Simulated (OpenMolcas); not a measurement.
## Se+: effect of the IPEA shift

```
Program             : OpenMolcas 26.06
Basis               : ANO-RCC-VTZP [6s5p3d1f]
Scalar Hamiltonian  : DKH2, point nucleus
Active space        : 5 electrons in 9 orbitals (RAS2 4s 4p; RAS3 4d, at most 2 electrons)
State averaging     : 2S+1 = 4 odd, 1 root; 2S+1 = 2 odd, 8 roots; 2S+1 = 4 even, 3 roots; 2S+1 = 2 even, 8 roots
Spin-orbit coupling : state interaction with AMFI integrals over the reference wave functions, term energies averaged over their components
```

Methods on the same reference wave functions:
A. RASSCF
B. SS-RASPT2, IPEA 0 Eh, imaginary shift 0.1 Eh (closed shells correlated: 3d)
C. SS-RASPT2, IPEA 0.25 Eh, imaginary shift 0.1 Eh (closed shells correlated: 3d)

Energies in cm⁻¹ above 4s² 4p³ ⁴S°_3/2, the measured ground level; measured values from NIST Handbook of Basic Atomic Spectroscopic Data.

```
          Level      A      B      C  Measured
4s² 4p³ ⁴S°_3/2    0.0    0.0    0.0       0.0
4s² 4p³ ²D°_3/2  16578  14050  14160     13168
4s² 4p³ ²D°_5/2  17041  14510  14620     13784
4s² 4p³ ²P°_1/2  26715  24200  24340     23038
4s² 4p³ ²P°_3/2  27284  24790  24920     23895
  4s 4p⁴ ⁴P_5/2  82761  82580  82710     83877
  4s 4p⁴ ⁴P_3/2  84333  84160  84290     85580
  4s 4p⁴ ⁴P_1/2  85259  85090  85220     86438
```

Deviations, from unrounded energies. A percentage is the sum of absolute deviations over the sum of measured energies, with the sign that they share, or ± where signs differ.

| Against measurement | Levels | A | B | C |
| --- | --- | --- | --- | --- |
| mean absolute deviation (cm-1) | 7 | 2500 | 1100 | 1100 |
| other terms of the ground configuration (%) | 4 | +18.6 | +5.0 | +5.6 |
| other configurations (%) | 3 | -1.4 | -1.6 | -1.4 |

B, C lie about equally close to measurement and A furthest from it. The largest miss of B in the table is 4s 4p⁴ ⁴P_3/2, by -1400 cm-1. The ranking rests on the paired levels alone, and a cruder setting can come out closer through cancelling errors.

Between B and C the level of the table that moves most is 4s² 4p³ ²P°_1/2, by 140 cm-1 (lowest in B, highest in C). Moves below CASPT2's spread within the term are not significant.

From A to B the spin-free energies of the other terms of 4s² 4p³ shown, above ⁴S°, scale by factors of 0.85 to 0.90.

The lowest spin-free term lies below A's lowest term by 0.075 hartree in B, 0.074 hartree in C.

The run also gave levels led by 4s² 4p² 4d, which use shells meant for correlation; these and all levels above them are left out. Some terms mix strongly with configurations of 4d, whose occupation reaches 0.18 (4s 4p⁴ ⁴P). Without dynamic correlation excited terms often stand tens of per cent too high (terms of higher spin than the ground term too low), and those without a measured partner can miss by more than the paired ones (holds for A). Computed and measured levels are paired by configuration, term and J; levels that our copy of the source lacks, or whose pairing is in doubt (as where it misses far off the trend of its configuration), stay unpaired and out of the deviations. Only configurations of the active space appear. The table leaves out levels that lie high or whose names do not pair safely across all columns.

° marks odd parity.
